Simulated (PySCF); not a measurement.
Ti(Cl)3(NH2) anion (Cl3H2NTi), SMILES [NH2][Ti]([Cl])([Cl])[Cl] (connectivity only; charge and spin as stated), charge -1, multiplicity 2. Atoms are numbered in the order given.

```xyz
7

Ti    -0.0099     0.2162     0.0000
Cl     1.1434    -0.4740    -1.9152
Cl     1.1434    -0.4740     1.9152
Cl    -2.2357    -0.5264     0.0000
N     -0.0564     2.1274     0.0000
H     -0.1280     2.7083    -0.8322
H     -0.1280     2.7083     0.8322
```
Charge -1, spin multiplicity 2.

The structure is a stationary point at B3LYP-D3(BJ)/def2-SVPD. The multiplicity is an assumed one; no other spin state was optimised. The isomer is the one that the SMILES or the coordinates give; other isomers of the formula were not compared. One conformer was computed; it need not be the lowest.

Computed with r2SCAN/def2-SVPD (PySCF).

Gas-phase values at a fixed geometry. A positive occupied level means that this level leaves the electron formally unbound; only the finite basis holds it.

```json
{
 "total_energy": "-2285.66395 hartree",
 "point_group": "Cs",
 "α spin, highest occupied and lowest empty level": "0.20 and 1.18 eV",
 "β spin, highest occupied and lowest empty level": "-2.44 and 1.85 eV",
 "dipole_moment_about_the_centre_of_nuclear_charge": "2.60 D",
 "mean_static_polarisability": "103.2 bohr³ (15.30 Å³)",
 "polarisability_principal_values": "98.5, 105.4, 105.8 bohr³",
 "⟨S²⟩": "0.757 (pure state 0.75)"
}
```
